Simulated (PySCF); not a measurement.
## Substituent chemical shifts

Parent skeleton `[CH2:1]=[CH:2][S:3][CH3:4]`; one hydrogen on atom 2 is replaced by X. Hydrogens on one atom are averaged.

Computational details: geometry: GFN2-xTB, σ from GIAO-PBE0/pcSseg-1, in PySCF 2.14.0 with density-fitted response routines (a single conformation, no relativistic terms, equivalent nuclei averaged, gas phase).

δ = σ(ref) − σ, references computed at the same level: TMS for 13C, 1H; 33S against CS2.

Parent (X = H): C1 109.2, C2 143.8, S3 20.8, C4 17.1, H(C1) 5.08, H(C4) 2.17 ppm. Effects are Δδ = δ(X) − δ(H), positive for deshielding.

Task: Give Δδ (ppm) for X = allyl, COCH3, COCF3.

Result: 
| X | SMILES | C1 | C2 | S3 | C4 | H(C1) | H(C4) |
| --- | --- | --- | --- | --- | --- | --- | --- |
| allyl | C=CCC(=C)SC | -3.1 | +14.8 | +6.3 | +2.3 | -0.22 | -0.01 |
| COCH3 | C=C(SC)C(C)=O | +11.5 | +9.5 | -8.0 | +2.5 | +0.75 | +0.07 |
| COCF3 | C=C(SC)C(=O)C(F)(F)F | +20.1 | +4.8 | +10.2 | +2.7 | +1.21 | +0.18 |

Task: Which position responds most, and to which substituents?

Result: C1: from -3.1 ppm with allyl to +20.1 ppm with COCF3.
